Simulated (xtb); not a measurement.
C₄H₈O₂, SMILES C(C1COC1)O. All values are semi-empirical tight-binding results from xtb (GFN2-xTB unless named), good for trends rather than for accurate numbers. Coordinates come from a GFN2-xTB optimisation. The values are those of a single conformer.

Optimised geometry:

```xyz
14

O      2.3279    -0.2291     0.2245
C      1.2662     0.2629    -0.5541
C     -0.0126     0.4610     0.2524
C     -0.7334    -0.8183     0.6986
O     -1.8819    -0.4879    -0.0862
C     -1.2886     0.7213    -0.5578
H      2.5030     0.3856     0.9458
H      1.5411     1.2150    -1.0346
H      1.1064    -0.4851    -1.3342
H      0.1588     1.1780     1.0586
H     -0.2644    -1.7488     0.3694
H     -0.9754    -0.8850     1.7622
H     -1.8688     1.6002    -0.2642
H     -1.1586     0.7148    -1.6438
```

Question: Estimate the properties. (The exact figures need the calculation; the answer reports its results.)

Answer: 
```json
{
 "orbital_gap": "10.14 eV",
 "dipole_moment": "2.77 D",
 "zero_point_energy": "73.2 kcal/mol",
 "G − E(el) at 298.15 K (modified RRHO)": "54.1 kcal/mol",
 "static polarisability (D4 model)": "56.1 bohr³",
 "solvation energy, GFN2-xTB/ALPB(water)": "-5.4 kcal/mol",
 "solvation energy, GFN2-xTB/ALPB(hexane)": "-5.2 kcal/mol"
}
```

Computed IR lines (harmonic; lines under 4 % of the strongest left out, lines within 3 cm⁻¹ merged):
ν (cm⁻¹): 74 (w), 227 (w), 326 (vs), 388 (w), 469 (m), 921 (w), 1024 (m), 1053 (m), 1066 (s), 1085 (m), 1098 (m), 1120 (w), 1200 (w), 1215 (w), 1260 (w), 1308 (w), 1328 (m), 1350 (m), 2861 (s), 2924 (m), 2936 (w), 2949 (m), 2959 (s), 2986 (m), 3544 (w) (against the strongest line: vs over 80 %, s over 45 %, m over 15 %, w over 4 %, vw less)

Computed atomic charges and the Wiberg bond orders between heavy atoms:
charges (e) O1 -0.43, C2 0.07, C3 -0.04, C4 0.08, O5 -0.32, C6 0.08, H7 0.29, H8 0.02, H9 0.06, H10 0.03, H11 0.05, H12 0.04, H13 0.04, H14 0.04. Bond orders O1–C2 1.00, C2–C3 0.99, C3–C4 0.99, C4–O5 0.98, C3–C6 0.99, O5–C6 0.98.
